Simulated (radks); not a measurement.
Fractional charge and spin in the 6s shell of tantalum: the spin-up occupation runs from 0 to 1 and the spin-down occupation from 0 to 1; the fullest corner is Ta, [Xe] 4f14 5d(up 1.5, down 1.5) 6s(up 1, down 1). Method: scalar-relativistic Kohn-Sham, r2SCAN, spin-polarised, spherical densities, finite nucleus; meta-GGA in the generalised Kohn-Sham scheme; Fermi nuclear charge, rms radius of each element as measured or else 0.836 A^(1/3) + 0.57 fm; computed with a radial shooting solver on a logarithmic mesh with Libxc functionals. Energy (eV) above the fullest corner. The planes named below are the two flat planes that join the four corners, with an edge along up + down = one added electron.

down \ up,0,0.5,1
0,23.123,14.915,8.121
0.5,14.915,8.513,3.430
1,8.121,3.430,0.000

Corners above the fullest one (they belong to Ta+ and the next ion): (up 1, down 0) 8.121 eV, (up 0, down 1) 8.121 eV, (up 0, down 0) 23.123 eV. With half an added electron in each spin the energy lies 0.392 eV from the planes, and with half an added electron in spin up alone -0.707 eV. The planes are only a guide here: the flat-plane condition holds for ground states with one frontier orbital, while this shell lies below other occupied shells, so the corners above the fullest one are inner-hole states and not the ground states of those ions.
